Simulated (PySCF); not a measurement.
# Vanadium: a sound run and one with changed settings

Sound run: V⁺ [Ar] 3d4, V²⁺ [Ar] 3d3. Computed with PySCF 2.14 in def2-SVP (5s3p2d1f, 31 functions), with no relativity, point nucleus. In the sound run the correlated levels freeze [Ar]. The sound run starts from symmetry-adapted Hartree-Fock orbitals and uses a fine grid where one is needed.

Changed run: scalar relativity by spin-free X2C-1e. This setting is unsound on purpose.

```csv
species,method,sound run (hartree),changed run (hartree),converged
V⁺,UHF,-942.53004,-946.96351,yes
V⁺,B3LYP,-943.54161,-947.97441,yes
V⁺,BP86,-943.63468,-948.06747,yes
V⁺,MP2,-942.56063,-946.99416,yes
V²⁺,UHF,-942.04960,-946.48463,yes
V²⁺,B3LYP,-942.99639,-947.43081,yes
V²⁺,BP86,-943.07920,-947.51363,yes
V²⁺,MP2,-942.05964,-946.49468,yes
```

Ionisation energy of V⁺:

```csv
method,sound run (eV),changed run (eV)
UHF,13.074,13.031
B3LYP,14.836,14.792
BP86,15.116,15.071
MP2,13.633,13.592
SCS-MP2,13.260,13.218
```

Most of the change in total energy is the relativistic energy itself. On top of that the contraction fixes the core shape for the Hamiltonian it was made with, so the changed run is not a good calculation with the other Hamiltonian either.

For comparison, NIST gives 14.634 ± 0.007 eV between the lowest levels.
